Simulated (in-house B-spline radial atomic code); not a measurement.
Results of a calculation; reference values are marked as such.
Ni ion on Ga atom: potential, deflection and energy transfer

The pair potential comes from two frozen, spherical free-atom densities (PBE, B-spline radial code, scalar-relativistic past argon): electrostatics plus the change in Thomas-Fermi kinetic and Dirac exchange energy where they overlap, the recipe behind the universal ZBL potential, which averages such potentials (from solid-state densities) over many pairs. It is written V = (Z1 Z2 e²/r) φ(r/a), with e² = 14.3996 eV·Å and a = 0.46850 Å/(Z1^0.23 + Z2^0.23); ZBL's fit is φ = 0.18175 e^(−3.1998x) + 0.50986 e^(−0.94229x) + 0.28022 e^(−0.4029x) + 0.02817 e^(−0.20162x). Where φ falls below 4e-4 it is continued as an exponential.

Masses 58.69 and 69.72 u.

| x = r/a | φ, this pair | φ, ZBL |
| --- | --- | --- |
| 0.1 | 0.8938 | 0.8928 |
| 0.25 | 0.7727 | 0.7647 |
| 0.5 | 0.6248 | 0.6096 |
| 1 | 0.4327 | 0.4164 |
| 1.5 | 0.3141 | 0.2995 |
| 2 | 0.2343 | 0.2218 |
| 3 | 0.1379 | 0.1292 |
| 4 | 0.08446 | 0.08026 |
| 5 | 0.05421 | 0.05224 |
| 6.5 | 0.0298 | 0.02914 |
| 8 | 0.01674 | 0.01705 |
| 10 | 0.008134 | 0.008778 |
| 12 | 0.004326 | 0.00474 |
| 14.5 | 0.002156 | 0.002328 |
| 17 | 0.001115 | 0.001212 |
| 20 | 0.0005043 | 0.0005882 |

Q: At x = 0.5 the electrostatic, kinetic and exchange parts are 120396.51, 25468.58 and -681.24 eV. Find r, V and φ.

A: a = 0.46850/(2.1520 + 2.2030) = 0.10758 Å, so r = 0.05379 Å. V = 120396.51 + 25468.58 + (-681.24) = 145183.85 eV. The bare repulsion is 28 × 31 × 14.3996/0.05379 = 232370 eV, so φ = 0.6248, +2.5 % against ZBL's 0.6096. The kinetic (Pauli) term is 18 % of V here.

Q: The ion comes in at 2.14 keV with impact parameter 0.2152 Å. The scattering integral gives a centre-of-mass angle of 120.9° and a closest approach of 5.379 a. What are the reduced energy, the energy passed on and the laboratory angles?

A: ε = E a M2/(Z1 Z2 e² (M1 + M2)) = 2140 × 4.6731e-06 = 0.01. The most that one collision can pass on is γE with γ = 4 M1 M2/(M1 + M2)² = 0.9926. Here T = γE sin²(θ/2) = 0.9926 × 2140 × 0.7566 = 1607 eV. The ion turns by arctan(sin θ/(cos θ + M1/M2)) = 69.1°, and the struck atom leaves at (180° − θ)/2 = 29.6°. The closest approach is 0.579 Å. With ZBL the angle would be 119.98° and T = 1593 eV.
